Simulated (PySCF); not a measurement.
```xyz
9

Ti    -0.2549    -0.1149    -0.2024
S     -1.0411    -1.0139    -2.1254
H     -0.9422    -2.2226    -1.4815
S     -0.2390     2.1466    -0.4318
H      0.8844     1.9988    -1.2040
S      1.8602    -0.8933     0.2103
H      1.9740     0.0987     1.1488
S     -1.7422    -0.6011     1.4542
H     -0.7562    -0.4607     2.3929
```

Charge 0, multiplicity 1.

Task: Give the Mulliken and meta-Löwdin atomic charges from PySCF with TPSSh-D3(BJ)/def2-TZVP // BP86-D3(BJ)/def2-SVP.

Result: 
```json
[
 {"atom": "Ti1", "Mulliken (e)": "0.70", "meta-Löwdin (e)": "0.99"},
 {"atom": "S2", "Mulliken (e)": "-0.35", "meta-Löwdin (e)": "-0.33"},
 {"atom": "H3", "Mulliken (e)": "0.19", "meta-Löwdin (e)": "0.11"},
 {"atom": "S4", "Mulliken (e)": "-0.36", "meta-Löwdin (e)": "-0.35"},
 {"atom": "H5", "Mulliken (e)": "0.19", "meta-Löwdin (e)": "0.11"},
 {"atom": "S6", "Mulliken (e)": "-0.38", "meta-Löwdin (e)": "-0.39"},
 {"atom": "H7", "Mulliken (e)": "0.18", "meta-Löwdin (e)": "0.11"},
 {"atom": "S8", "Mulliken (e)": "-0.36", "meta-Löwdin (e)": "-0.36"},
 {"atom": "H9", "Mulliken (e)": "0.18", "meta-Löwdin (e)": "0.11"}
]
```
